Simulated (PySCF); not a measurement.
C3H9ClSi, SMILES C[C@H](Cl)C[SiH3]. Atoms are numbered in the order given.

```xyz
14

C      0.9214    -1.1797     0.9010
C      0.5868    -0.1999    -0.2123
Cl     1.9654     1.0044    -0.3643
C     -0.7201     0.5580    -0.0191
Si    -2.2898    -0.5126    -0.0159
H      0.1573    -1.9727     0.9556
H      0.9545    -0.6653     1.8738
H      1.8971    -1.6538     0.7255
H      0.5829    -0.7174    -1.1826
H     -0.6812     1.1320     0.9228
H     -0.8352     1.2977    -0.8282
H     -2.3815    -1.3544     1.2120
H     -3.4838     0.3787    -0.0747
H     -2.2941    -1.4136    -1.2069
```

Geometry optimised at B3LYP-D3(BJ)/def2-SVP. The structure was generated by enumeration; whether it is a known compound was not checked. Other conformers were not sampled.

Computed with PBE0/pcSseg-1 in PySCF.

GIAO shieldings, no solvent; atoms listed in one row are averaged. δ = σ(ref) − σ: ¹³C against TMS (σ = 186.3 ppm); ³⁵Cl against HCl (σ = 945.9 ppm); ²⁹Si against TMS (σ = 352.7 ppm); ¹H against TMS (σ = 31.56 ppm), references at their B3LYP-D3(BJ)/def2-TZVP geometries, non-relativistic (without spin–orbit terms, shifts of atoms bonded to Cl or Br come out too high).

Computed chemical shifts:
| nucleus | atoms | count | δ (ppm) |
|---|---|---|---|
| ¹³C | C2 | 1 | 67.7 |
| ¹³C | C1 | 1 | 29.7 |
| ¹³C | C4 | 1 | 25.5 |
| ³⁵Cl | Cl3 | 1 | 259.8 |
| ²⁹Si | Si5 | 1 | -68.1 |
| ¹H | H9 | 1 | 4.28 |
| ¹H | H12, H13, H14 | 3 | 4.09 |
| ¹H | H11 | 1 | 1.78 |
| ¹H | H6, H7, H8 | 3 | 1.76 |
| ¹H | H10 | 1 | 1.53 |
